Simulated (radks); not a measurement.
Values are calculated unless marked as measured or tabulated.
Q: The holmium ion Ho12+ is in [Kr] 4d10 4f7 5s2. Level of theory: scalar-relativistic Kohn-Sham, LDA (Slater exchange, Perdew-Wang correlation), spin-polarised, spherical densities, finite nucleus; Fermi nuclear charge, rms radius of each element as measured or else 0.836 A^(1/3) + 0.57 fm (a radial shooting solver on a logarithmic mesh with Libxc functionals). Open shells are filled with parallel spins first. One electron is removed from 4p, 4d, 5s, 4f in turn, with full relaxation. Which removal costs least, and what does each cost?

A: 4f 245.59 eV; 5s 253.42 eV; 4d 400.62 eV; 4p 546.27 eV. The 4f electron leaves first.
